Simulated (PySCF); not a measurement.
Si(H)2(Vi)(NMe2), C₄H₁₁NSi, SMILES C=C[SiH2]N(C)C, GFN2-xTB optimised geometry. Atoms within 1.6 Å of the plane z = 0.8 Å (x, y, z in Å): Si1 (-0.76, 0.23, 0.00), N4 (0.97, 0.23, 0.00), C5 (1.71, -0.97, 0.27), C6 (1.74, 1.19, -0.76), H7 (-1.14, -0.47, 1.23), H8 (-1.13, 1.65, 0.00), H10 (-2.66, -2.10, -0.49), H12 (1.98, -1.50, -0.65), H13 (2.64, -0.72, 0.80), H14 (1.12, -1.64, 0.89), H17 (2.66, 1.44, -0.22).

Method: PBE0/def2-SVP run with PySCF.

Map of the electrostatic potential (hartree/e), clipped to [-0.08, 0.12] on the plane z = 0.8 Å:

```
|222222222222222222222222222|
|222222222222222222222222222|
|222222222222222222222222222|
|222222222222222222222222222|
|222222222222222222222222222|
|222222211111122222222222222|
|222222111121111222222222222|
|222222112222211112222222222|
|222222222343221111223332222|
|222222223466531001233332222|
|222222234799962000123332222|
|222222347999994211123332222|
|222222348999997884333333222|
|222222348999999998778643222|
|222222236999998999999953222|
|222222224999986999999963222|
|222222223466556999999953222|
|222222222233348999996432222|
|222223332222337999853322222|
|222233332222234796433222222|
|222233332222223343322222222|
|222222322222222332222222222|
|222222222222222222222222222|
|222222222222222222222222222|
|222222222222222222222222222|
|222222222222222222222222222|
|222222222222222222222222222|
```
Scale: ten equal steps from -0.039 (start of '0') to 0.120 (end of '9'), in the order '0123456789'; x runs from -5.00 to 5.00, y from -5.00 (bottom) to 5.00 (top).
